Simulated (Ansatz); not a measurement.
One geometry of [(OH)3Si]2NH (Si₂NO₆H₇), several levels of theory.

```yaml
crystal:
  periodic: [false, false, false]
  atoms:
    - {symbol: Si, position_ang: [1.107097, 0.761014, 0.929400]}
    - {symbol: O, position_ang: [0.662024, 2.086452, 1.813030]}
    - {symbol: O, position_ang: [1.786553, 1.041609, -0.541820]}
    - {symbol: O, position_ang: [2.245274, 0.003732, 1.868475]}
    - {symbol: N, position_ang: [-0.369582, -0.117550, 0.676438]}
    - {symbol: Si, position_ang: [-1.079965, -0.717694, -0.761580]}
    - {symbol: O, position_ang: [-2.731718, -0.653604, -0.648420]}
    - {symbol: O, position_ang: [-0.417464, 0.217980, -1.976488]}
    - {symbol: O, position_ang: [-0.752023, -2.273187, -1.215496]}
    - {symbol: H, position_ang: [1.384185, 2.488168, 2.310552]}
    - {symbol: H, position_ang: [1.144053, 0.981664, -1.273892]}
    - {symbol: H, position_ang: [2.827563, -0.592574, 1.383324]}
    - {symbol: H, position_ang: [-0.928175, -0.242496, 1.519765]}
    - {symbol: H, position_ang: [-3.098777, 0.177032, -0.323306]}
    - {symbol: H, position_ang: [-0.398843, -0.217796, -2.838461]}
    - {symbol: H, position_ang: [-1.380210, -2.942762, -0.921531]}
basis:
  gaussian: {orbitals: def2-TZVPD, initial_orbitals: start.molden}
hamiltonian: {xc: pbe0, dispersion: d4}
scf: {omitted_lower_state_checks: [starts]}
output: {orbitals: {seedname: orbitals}}
```

The file start.molden holds the orbitals of an earlier run on this structure, at another level or in another basis.

```sh
$ ansatz run in.yaml --threads 2 --pin off --events-out ev --progress --plain --max-ram 32768MiB --backend cuda --devices 0, --max-vram 18GiB
```

Output, abridged:

```
Functional definition: PBE0
2232 factors; their error is unknown
mean field evaluation 1: about -29637.8068 eV, gradient 9.3e0 eV
mean field evaluation 2: about -29637.9880 eV, gradient 2.2e-1 eV
mean field evaluation 4: about -29638.0336 eV, gradient 7.7e-4 eV
mean field -29638.03363993 eV, -1089.1776468869 hartree, gradient 1.8e-5 eV, S^2 0.000000; 0 other end points of the search recorded, 0 dependent functions left out
reference -29638.03370167 eV, -1089.1776491558 hartree; 45, 45 occupied and 381, 381 virtual orbitals, 2232 factors
Total energy: -29638.43648558 eV, -1089.1924511914 hartree
Checks for a lower state left out: starts
```

It took 6 s on 2 threads of AMD EPYC 7R13 on a shared host and a share (18 GiB) of an NVIDIA H100 80GB HBM3, peak host memory 0.89 GiB.

First input, but with `gaussian: {orbitals: def2-TZVP, initial_orbitals: start.molden}`, `hamiltonian: {xc: r2scan, dispersion: d4}`, `output: {forces: true, orbitals: {seedname: orbitals}}` (abridged; 7.5 s):

```
Functional definition: r2SCAN
mean field -29651.39072576 eV, -1089.6685107372 hartree, gradient 2.0e-5 eV, S^2 0.000000
Total energy: -29651.51363152 eV, -1089.6730274404 hartree
Atom 0 force     0.128306     0.070240     0.065923 eV/Å
Atom 1 force     0.275873    -0.411385    -0.247691 eV/Å
Atom 2 force    -0.328047    -0.076141     0.430757 eV/Å
Atom 3 force    -0.331233     0.200161    -0.406387 eV/Å
Atom 4 force     0.043322     0.040903    -0.067849 eV/Å
Atom 5 force    -0.065503    -0.042109    -0.217740 eV/Å
Atom 6 force     0.517760     0.078445     0.006232 eV/Å
Atom 7 force    -0.292923    -0.425349     0.258342 eV/Å
Atom 8 force    -0.210777     0.438549     0.219331 eV/Å
Atom 9 force    -0.101233    -0.044593    -0.052850 eV/Å
Atom 10 force     0.149513     0.014893     0.132888 eV/Å
Atom 11 force    -0.079880     0.071695     0.064744 eV/Å
Atom 12 force     0.155808     0.019736    -0.233324 eV/Å
Atom 13 force     0.058212    -0.117450    -0.054018 eV/Å
Atom 14 force    -0.007085     0.073572     0.139550 eV/Å
Atom 15 force     0.087887     0.108833    -0.037907 eV/Å
Dipole moment:    -0.327488    -0.256157    -0.071940 e Å
Checks for a lower state left out: starts
```

As the first input, with `hamiltonian: {xc: {name: LC-wPBE}}` (abridged; 6.5 s):

```
Functional definition: LC-wPBE
mean field -29646.58083272 eV, -1089.4917504283 hartree, gradient 2.1e-5 eV, S^2 0.000000
Total energy: -29646.58083274 eV, -1089.4917504288 hartree
Checks for a lower state left out: starts
```

First input, but with `gaussian: {orbitals: def2-TZVP, initial_orbitals: start.molden}` (abridged; 8.5 s):

```
Functional definition: PBE0
mean field -29637.85245127 eV, -1089.1709883262 hartree, gradient 1.4e-5 eV, S^2 0.000000
Total energy: -29638.25527002 eV, -1089.1857916422 hartree
Checks for a lower state left out: starts
```

As the first input, with `gaussian: {orbitals: def2-TZVP, initial_orbitals: start.molden}`, `hamiltonian: {xc: pbe}`, `correlation: {method: rpa}` and without the key `output` (abridged; 5.5 s):

```
Functional definition: PBE
mean field -29636.24771742 eV, -1089.1120154449 hartree, gradient 1.6e-6 eV, S^2 0.000000
17 core orbitals not correlated: weight in the atoms' cores, before any rotation towards them, 1.000 or more for the frozen orbitals, at most 0.000 for the correlated occupied ones
Total energy: -29631.96790897 eV, -1088.9547353853 hartree
Checks for a lower state left out: starts
```

As the first input, with `gaussian: {orbitals: def2-SVP, initial_orbitals: start.molden}`, `hamiltonian: {xc: pbe, dispersion: d4}` (abridged; 3.1 s, on the CPU threads alone):

```
Functional definition: PBE
mean field -29612.51145529 eV, -1088.2397239008 hartree, gradient 4.3e-5 eV, S^2 0.000000
Total energy: -29612.98326100 eV, -1088.2570624407 hartree
Checks for a lower state left out: starts
```

As the first input, with `gaussian: {orbitals: STO-3G}`, `hamiltonian: {xc: hf}` (abridged; 0.56 s, on the CPU threads alone):

```
Functional definition: HF
mean field -29177.72575373 eV, -1072.2616440768 hartree, gradient 8.9e-6 eV, S^2 0.000000
Total energy: -29177.72575373 eV, -1072.2616440768 hartree
Checks for a lower state left out: starts
```

Geometry: r2SCAN-D4/def2-SVP.

LC-ωPBE has ω = 0.4 bohr⁻¹. Correlated methods freeze 17 core orbitals.
